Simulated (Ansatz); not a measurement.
Harmonic frequencies (cm⁻¹) at PBE0-D4/def2-TZVP from Ansatz: 132, 141, 176, 184, 198, 361, 422, 523, 561, 623, 694, 726, 1533, 3550, 3665.

Each molecule was computed in one conformer, which needn't be the lowest.

Which molecule is it?
A. `[O]=[Nb]([OH])([OH])[Cl]`
B. `[NH2][Nb]([F])(=[S])[Cl]`
C. `[NH2][Nb](=[O])([Cl])[Cl]`
D. `[NH]=[Nb]([F])([Cl])[Cl]`

B.
